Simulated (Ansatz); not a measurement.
`C=C1C[SiH2]1` → 3 C• + 6 H• + Si•  (atomization)

Computed with Ansatz on PBE0-D4/def2-TZVP structures; ΔE is electronic, products minus reactants. CBS: MP2 limit from def2 TZ/QZ plus the TZ coupled-cluster correction, frozen cores. This one scheme is used for every species, atoms too. DFT in def2-TZVPP. HSE06 is defined as in plane-wave codes. Open shells (•) are unrestricted, without spin–orbit coupling. Spin–orbit coupling would lower the free atoms: a little for C, Si.

`C=C1C[SiH2]1`:

Z-matrix (Å, degrees):
```
C
C 1 1.508
Si 1 1.868 2 64.1
H 1 1.089 2 116.7 3 -111.4
H 1 1.089 2 116.7 3 111.4
C 2 1.320 1 136.8 3 179.9
H 3 1.479 1 119.4 2 -105.7
H 3 1.480 1 119.4 2 105.7
H 6 1.088 2 121.7 1 0.1
H 6 1.085 2 121.5 1 180.0
```

```csv
level,ΔE (kcal/mol),difference from CCSD(T)/CBS
r2SCAN0-D4,901.2,-5.3
B2PLYP,899.2,-7.3
revPBE,893.8,-12.7
r2SCAN,911.4,4.9
r2SCAN0,899.9,-6.6
HSE06,911.6,5.1
LC-ωPBE,906.0,-0.5
HF/def2-SVP,678.3,-228.2
SCS-MP2/def2-TZVPP,893.0,-13.5
CCSD/CBS(def2),892.9,-13.6
CCSD(T)/CBS,906.5,0
```

Largest T1 diagnostic among the species: 0.012.

The D4 term adds +7.2 kcal/mol with B3LYP and +3.7 kcal/mol with PBE0; it sums over pairs of atoms, weighted by their polarisabilities, and B3LYP, whose exchange is more repulsive, gets the larger term. Leaving LDA and LC-ωPBE aside and taking each functional with its dispersion term where it has one, the values, not all of them listed here, spread over 42.0 kcal/mol, from BHLYP-D4 to PBE-D4. LDA lies +110.7 kcal/mol from PBE without D4, its usual overbinding. In def2-TZVPP, CCSD(T) changes the Hartree–Fock value by +213.0 kcal/mol (the triples alone add +13.7 kcal/mol) and MP2 by +224.1 kcal/mol; breaking electron pairs costs correlation energy, which Hartree–Fock lacks.

B3LYP here is the variant with VWN-RPA as its local correlation; programs differ in this.

For atomizations the MP2-based limit and the directly extrapolated one differ by several kJ/mol either way, and by 10 to 25 for some Ge, Se and Sn compounds, so smaller differences from it don't rank the levels.
